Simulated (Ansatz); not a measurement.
A structure relaxed at PBE-D4/def2-SVP in Ansatz, charge 1, doublet:

```xyz
6

Mn    0.1089   -2.1160   -0.3841
Mn   -0.0265    1.1337    0.5790
O    -0.1415    1.9844   -0.7156
O    -0.0010   -2.1251   -1.9356
O    -0.0249    1.7977    1.9815
O     0.0851   -0.6747    0.4748
```

Give its formula.

Mn2O4⁺.

Summarise the bond lengths by kind (pairs closer than 1.2 times the sum of covalent radii, bridged metal pairs left out).

5 × Mn–O 1.55 to 1.81 Å.

The charge 1 doublet is spin-contaminated (final ⟨S²⟩ up to 2.66, 0.75 for a pure state). The relaxation made no stability test and no search for a lower SCF solution. No other spin state of charge 1 was run. Another isomer (doublet) lies 2.60 eV lower at PBE0-D4/def2-TZVP; other spin states weren't run for this one.
